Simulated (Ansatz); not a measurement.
Mulliken charges of CH6AlNSi (`[SiH3][CH]1[NH][AlH]1`) from r2SCAN/def2-TZVPP in Ansatz (PBE0-D4/def2-TZVP geometry).

```tsv
atom	x (Å)	y (Å)	z (Å)	charge (e)
Si1	-1.339	0.479	-0.346	0.303
C2	0.044	-0.700	0.019	-0.175
N3	1.022	-0.288	1.110	-0.425
Al4	1.864	-0.216	-0.385	0.475
H5	-2.147	0.012	-1.509	-0.093
H6	-2.269	0.678	0.808	-0.092
H7	-0.773	1.822	-0.677	-0.103
H8	-0.243	-1.756	0.041	0.058
H9	0.705	-0.168	2.056	0.137
H10	3.220	0.086	-1.112	-0.084
```

**Question.** By hand: the dipole of these point charges (1 e Å = 4.8032 D).

**Answer.** Σ q r = (0.338, -0.096, -0.250) e Å, of length 0.431 e Å = 2.07 D.

**Question.** How does the dipole of the full density compare? (Best estimate.)

**Answer.** Computed: (0.373, -0.105, -0.036) e Å, 1.87 D; the point charges give 1.11 times that, at 30° from its direction.

Point charges leave out the atoms' own dipoles, such as those of lone pairs, and Mulliken's split depends on the basis, so the two needn't agree.
